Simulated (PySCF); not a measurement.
An equivalent PySCF input for Pd (palladium, neutral), [Kr] 4d10, closed-shell 1S, with a scalar-relativistic core potential:

```python
from pyscf import gto, scf, dft, mp, cc
import basis_set_exchange as bse
txt = bse.get_basis("def2-TZVP", elements=["Pd"], fmt="nwchem", header=False)
cut = txt.index("\nECP")
mol = gto.M(atom="Pd 0 0 0", charge=0, spin=0, symmetry="D2h",
            basis=gto.basis.parse(txt[:cut]),
            ecp={"Pd": gto.basis.parse_ecp(txt[cut:])})
mf = dft.UKS(mol, xc="R2SCAN")
mf.irrep_nelec = {'Ag': (3, 3), 'B1g': (1, 1), 'B2g': (1, 1), 'B3g': (1, 1), 'B1u': (1, 1), 'B2u': (1, 1), 'B3u': (1, 1)}
mf.kernel()
```

It reaches the same state as the run whose output follows, with an energy that differs only through the grid. The run itself started from symmetry-adapted Hartree-Fock orbitals and held the occupation by maximum overlap, on a logarithmic radial grid, so the iterations belong to that start.

```
SCF conv_tol = 1e-09
number electrons alpha = 9  beta = 9
XC functionals = R2SCAN
    J. W. Furness, A. D. Kaplan, J. Ning, J. P. Perdew, and J. Sun.,  J. Phys. Chem. Lett. 11, 8208-8215 (2020)
    J. W. Furness, A. D. Kaplan, J. Ning, J. P. Perdew, and J. Sun.,  J. Phys. Chem. Lett. 11, 9248-9248 (2020)
    J. W. Furness, A. D. Kaplan, J. Ning, J. P. Perdew, and J. Sun.,  J. Phys. Chem. Lett. 11, 8208-8215 (2020)
    J. W. Furness, A. D. Kaplan, J. Ning, J. P. Perdew, and J. Sun.,  J. Phys. Chem. Lett. 11, 9248-9248 (2020)
cycle= 1 E= -127.891336982663  delta_E= -0.00169  |g|= 0.112  |ddm|= 0.192
cycle= 2 E= -127.880242672706  delta_E= 0.0111  |g|= 0.224  |ddm|= 0.17
cycle= 3 E= -127.895553836168  delta_E= -0.0153  |g|= 0.00835  |ddm|= 0.106
cycle= 4 E= -127.895579233226  delta_E= -2.54e-05  |g|= 0.000219  |ddm|= 0.00497
cycle= 5 E= -127.895579247501  delta_E= -1.43e-08  |g|= 4.77e-06  |ddm|= 0.000102
cycle= 6 E= -127.895579247508  delta_E= -7.02e-12  |g|= 1.9e-08  |ddm|= 2.37e-06
converged SCF energy = -127.895579247508  <S^2> = -3.5527137e-15  2S+1 = 1
```

Energies and moments cover only the electrons outside the core potential.
